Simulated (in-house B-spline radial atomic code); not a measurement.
Ga²⁺. Computed with a B-spline radial atomic code. Model: all-electron spherical atom, spin shells full or empty, radial basis limit, no spin-orbit coupling, Breit or QED, empty-state partial waves extrapolated as (l+1/2)^-4, RPA, G0W0 and static COHSEX of the highest shell as one setting changes (uncorrelated shells keep exact exchange).

In a row where one electron alone is correlated, RPA and GW hold only self-correlation.

Given: element Ga; charge 2; filled core Ar; hamiltonian one-electron scalar X2C; mean-field start LDA VWN5; highest l of empty states 9; nuclear rms radius 3.9973 fm; highest mean-field shell 4s up.

Shell: 3d 5 5, 4s 1 0 (electrons up and down).

```csv
lowest nl shells left uncorrelated,RPA correlation energy (hartree),G0W0 level (eV),G0W0 minus most complete (meV),COHSEX level (eV)
0,-2.2311,-31.679,0,-33.354
1,-2.0809,-31.679,0.4,-33.353
2,-1.905,-31.684,-5.2,-33.366
3,?,?,?,?
4,-1.2327,-31.769,-89.7,-33.529
5,?,?,?,?
6,-0.022297,-30.874,804.7,-32.095
```

(1) What follows for lowest nl shells left uncorrelated = 5?

(2) What follows for lowest nl shells left uncorrelated = 3?

## Answers

(1) RPA correlation energy -0.70288 hartree; G0W0 level -31.73 eV; G0W0 minus most complete -50.6 meV; COHSEX level -33.488 eV.

(2) RPA correlation energy -1.4191 hartree; G0W0 level -31.67 eV; G0W0 minus most complete 9 meV; COHSEX level -33.338 eV.
